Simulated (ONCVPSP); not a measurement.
## Si: one change to an ONCV potential, before and after

silicon, optimised norm-conserving Vanderbilt (ONCV), made with ONCVPSP 4.0.1 (PBE, fully relativistic). Core [Ne], reference 3s2 3p2. Waves: 3s: rc 1.50 bohr, ncon 3, nbas 6, qcut 3.4 1/bohr, local; 3p: rc 2.45 bohr, ncon 4, nbas 8, qcut 4 1/bohr, 1 projector. Local part: the s channel. Core correction: polynomial model core, fcfact 0.15.

Open shells are filled in proportion to 2j + 1.

Change: p: nproj 2.

Cutoffs: the cutoffs (Ha) at which the residual kinetic energy of the hardest occupied pseudo-wave falls to 1 and 0.1 mHa per electron; they do not see the model core or the augmentation charge, which bear on the density cutoff. Errors are all-electron minus pseudo energies relative to the spin-unpolarised reference configuration.

**Question.** Predict the effect on cutoff, ghosts and configuration errors.

**Answer.** The potential gets neither clearly harder nor softer (13 Ha and 33 Ha → 13 Ha and 33 Ha); of the 4 tests that both files solve, the error grows in 0 and shrinks in 1 by more than 15 % and 0.3 meV (median size 7.1 → 6.4 meV); the range in which the p3/2 phases agree widens (upper end 1.1 → at the end of the scan); the range in which the p1/2 phases agree widens (upper end 1.1 → at the end of the scan); neither file shows a bound ghost.

```tsv
quantity	base	changed
cutoff, loose	13 Ha	13 Ha
cutoff, tight	33 Ha	33 Ha
bound ghosts	none	none
GHOST(+) flags under 300 eV	none	none
error for 3s2 3p1, meV [ΔE 7.74 eV]	+2.5	+1.2
error for 3s2 3p0, meV [ΔE 23.73 eV]	+12	+12
error for 3s1 3p0, meV [ΔE 57.70 eV]	+80	+79
error for 3s2 3p1.5, meV [ΔE 2.92 eV]	+0.5	+0.2
s: phases at 1.52 bohr within 0.05 rad from the reference energy up to (Ha; the scan ends near 5)	2.2	2.2
p3/2: phases at 2.49 bohr within 0.05 rad from the reference energy up to (Ha; the scan ends near 5)	1.1	to the end of the scan
p1/2: phases at 2.49 bohr within 0.05 rad from the reference energy up to (Ha; the scan ends near 5)	1.1	to the end of the scan
rms error of d²Exc/dni dnj with the model core, mHa	3.63	3.63
```
